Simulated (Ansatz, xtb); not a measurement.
# ClH3O4W: which of two structures lies lower

Structure a is a singlet given by its coordinates and structure b is a singlet given by its coordinates. Both are isolated molecules in the gas phase, relaxed with PBE0-D4/def2-SVP.

a (Å):

```xyz
9

Cl    0.0650   -3.0088   -2.3216
O    -2.0801   -1.6630   -0.0197
O    -1.3886   -0.6519   -2.4788
O    -0.1922    0.4899   -0.3120
O     0.6595   -2.0420    0.2094
W    -0.6717   -1.2405   -0.8408
H    -1.2335   -1.0527   -3.3417
H    -0.7732    1.1903    0.0069
H     1.2679   -2.7392   -0.0613
```

Close contacts (Å): Cl1–W6 2.42, O2–W6 1.68, O3–W6 1.88, O4–W6 1.87, O5–W6 1.88, O3–H7 0.96, O4–H8 0.96, O5–H9 0.96, W6–H7 2.57, W6–H8 2.58, W6–H9 2.57.

b (Å):

```xyz
9

Cl    0.2165    1.8895   -1.4353
O     0.1480   -1.3918    1.0641
O     1.9729   -0.0315   -0.1608
O    -0.9898   -0.8330   -1.2614
O    -0.7227    1.0999    1.2834
W     0.1005   -0.0355    0.0388
H     2.2758    0.6871   -0.7385
H    -1.3177   -1.7330   -1.1347
H    -0.9723    0.7656    2.1548
```

Close contacts (Å): Cl1–W6 2.43, O2–W6 1.70, O3–W6 1.88, O4–W6 1.88, O5–W6 1.88, O3–H7 0.97, O4–H8 0.97, O5–H9 0.97, W6–H7 2.42, W6–H8 2.50, W6–H9 2.50.

Task: Estimate E(b) − E(a) at the level CCSD(T)/def2-SVP + ΔMP2/def2-TZVPP.

Result: Calculated at CCSD(T)/def2-SVP + ΔMP2/def2-TZVPP: E(b) − E(a) = +4.1 kcal/mol, so structure a lies lower.

The same difference at several levels:

| level | geometry | E(b) − E(a) (kcal/mol) | departure from the last row (kcal/mol) | job, with rough time for the two |
| --- | --- | --- | --- | --- |
| PBE0-D4/def2-SVP | PBE0-D4/def2-SVP | +7.5 | +3.4 | optimisation, 2.9 min |
| HF/def2-SVP | PBE0-D4/def2-SVP | +8.5 | +4.4 | part of the CCSD(T) run |
| MP2/def2-SVP | PBE0-D4/def2-SVP | +4.5 | +0.3 | part of the CCSD(T) run |
| CCSD(T)/def2-SVP | PBE0-D4/def2-SVP | +5.7 | +1.5 | single point |
| CCSD(T)/def2-SVP + ΔMP2/def2-TZVPP | PBE0-D4/def2-SVP | +4.1 |  | single point, 2 min |

The levels shown agree on the order. The largest departure from CCSD(T)/def2-SVP + ΔMP2/def2-TZVPP is that of HF/def2-SVP, 4.4 kcal/mol. Levels run at GFN2-xTB geometries aren't shown. The last row adds to CCSD(T) the change of the MP2 difference between the two basis sets, here −1.5 kcal/mol.

With thermal terms from frequencies at re-optimised GFN2-xTB minima (ideal gas, soft modes damped towards free rotors, one conformer each, 298.15 K, 1 atm): the zero-point term adds +0.3 kcal/mol; ΔH is +4.1 and ΔG +4.6 kcal/mol.

The T1 diagnostic of structures a and b is large, so the coupled-cluster value is less sure. The correlated steps freeze 9 core orbitals. Atoms past krypton carry core potentials in the def2 sets and no spin–orbit term is included. Programs: Ansatz 0.2.0, xtb 6.7.1; the last row on 2 threads of Arm Neoverse V2 on a shared host.
